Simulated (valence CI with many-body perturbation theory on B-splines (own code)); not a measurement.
## Lu: configurations and terms from energies and g

Method: valence CI with perturbative core correlation (CI+MBPT): three valence electrons over a frozen Dirac-Fock core [Xe] 4f14, radial functions for each j: 9 s, 9 p, 10 d, 8 f, 5 g, 3 h, 1 i, with the one-electron correlation potential Σ1, the two-electron term Σ2, the three-electron term Σ3, Breit, model QED; selected CI, second order for the rest (own B-spline code, finite nucleus).

Against 45 measured levels this calculation errs by 494 cm⁻¹ on average and by 1085 at most. These come from a selection out of the NIST Handbook of Basic Atomic Spectroscopic Data. Levels without a partner in it may be off by more, other configurations by 1,000 to 4,000 cm⁻¹. 1 measured level below the end of the list, from 25861 cm⁻¹ on, found no clear computed partner, and computed levels of the same name lie up to 3802 cm⁻¹ from them.

```tsv
No.	J	Parity	E (eV)	g
1	3/2	even	0.0000	0.799
2	5/2	even	0.2361	1.200
3	1/2	odd	0.5600	0.665
4	3/2	odd	0.9769	1.334
5	3/2	odd	2.119	0.451
6	3/2	even	2.223	0.409
7	5/2	odd	2.250	1.058
8	5/2	even	2.287	1.030
9	7/2	even	2.385	1.237
10	7/2	odd	2.486	1.244
11	9/2	even	2.502	1.332
12	1/2	odd	2.529	0.036
13	3/2	odd	2.581	1.159
16	3/2	odd	2.687	0.858
```

Energies count from the lowest level. Strongly mixed levels and levels close to another of their J and parity are left out, so the numbers can have gaps.

Task: Give configuration and LS term of each level.

Result: 1: 5d 6s2 2D; 2: 5d 6s2 2D; 3: 6s2 6p 2P°; 4: 6s2 6p 2P°; 5: 5d 6s 6p 4F°; 6: 5d2 6s 4F; 7: 5d 6s 6p 4F°; 8: 5d2 6s 4F; 9: 5d2 6s 4F; 10: 5d 6s 6p 4F°; 11: 5d2 6s 4F; 12: 5d 6s 6p 4D°; 13: 5d 6s 6p 4D°; 16: 5d 6s 6p 2D°.
